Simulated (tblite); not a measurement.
C₄H₂N₃ (doublet state).
SMILES: `N#CC1=NC=C[N]1`

Computed with GFN2-xTB (tblite): harmonic, unscaled wavenumbers at the GFN2-xTB geometry, gas phase. The method is semi-empirical: single wavenumbers can be off by several per cent or more. Open shells enter through the occupations alone, without spin polarisation, and single modes of such species can be off by tens of per cent.

Harmonic wavenumbers (cm⁻¹): 143.9, 158.7, 382.4, 489.8, 531.4, 540.8, 612.0, 744.2, 780.9, 806.7, 836.4, 1001.7, 1085.3, 1142.9, 1291.8, 1328.6, 1415.5, 1427.1, 2327.5, 3168.7, 3178.0.

A = 9852, B = 2122, C = 1746 MHz; mass 92.025 u (most abundant isotopes); point group C2v, symmetry number 2; spin multiplicity 2.

**Question.** What is the zero-point energy?

**Answer.** ½Σν̃ = 11697 cm⁻¹ = 33.44 kcal/mol.

**Question.** Give the ideal-gas entropy at 273.15 K and 1 bar in the rigid-rotor, harmonic-oscillator model (classical rotation).

**Answer.** Translation 39.06, rotation 24.94, vibration 8.60, spin (R ln 2) 1.38: S = 74.0 cal/(mol K).

**Question.** And Cp and H(273.15 K) − H(0)?

**Answer.** Cp = 20.55 cal/(mol K), of which vibrations give 12.60 (their classical limit is 21 R = 41.7); H(273.15 K) − H(0) = 3.62 kcal/mol without the zero-point energy, 1.45 from vibrations.

**Question.** How do the functions run with temperature in this model?

**Answer.** 
| T (K) | S (cal/(mol K)) | Cp (cal/(mol K)) | H − H(0) (kcal/mol) | G − H(0) (kcal/mol) | ln q(vib) |
| --- | --- | --- | --- | --- | --- |
| 50 | 52.2 | 9.0 | 0.41 | -2.20 | 0.03 |
| 100 | 59.1 | 11.1 | 0.91 | -4.99 | 0.25 |
| 298.15 | 75.8 | 21.9 | 4.15 | -18.46 | 1.91 |
| 373.15 | 81.2 | 25.8 | 5.94 | -24.35 | 2.69 |
| 500 | 89.5 | 30.9 | 9.55 | -35.19 | 4.10 |
| 750 | 103.4 | 37.3 | 18.16 | -59.36 | 6.89 |
| 1000 | 114.6 | 41.0 | 27.98 | -86.65 | 9.51 |

q(vib) and H(0) count from the zero-point level.

**Question.** Which modes carry the vibrational entropy at 273.15 K?

**Answer.** 143.9 cm⁻¹: 2.58; 158.7 cm⁻¹: 2.40; 382.4 cm⁻¹: 0.90; 489.8 cm⁻¹: 0.58; 531.4 cm⁻¹: 0.49; 540.8 cm⁻¹: 0.47 cal/(mol K); the other 15 give 1.19 together.

**Question.** Blend soft modes into free rotors: weight 1/[1 + (100 cm⁻¹/ν̃)⁴] for the oscillator and the rest for a rotor with moment μB/(μ + B), μ = h/(8π²ν), B = 10⁻⁴⁴ kg m². What vibrational entropy results?

**Answer.** 8.56 cal/(mol K) in place of 8.60, which changes −T·S at 273.15 K by +0.01 kcal/mol.

**Question.** What must be added to the electronic energy to get the Gibbs energy at 273.15 K and 1 bar?

**Answer.** ZPE + [H(273.15 K) − H(0)] − T·S = 33.44 + 3.62 − 20.21 = 16.85 kcal/mol.

Hindered rotation and anharmonicity are outside this model.
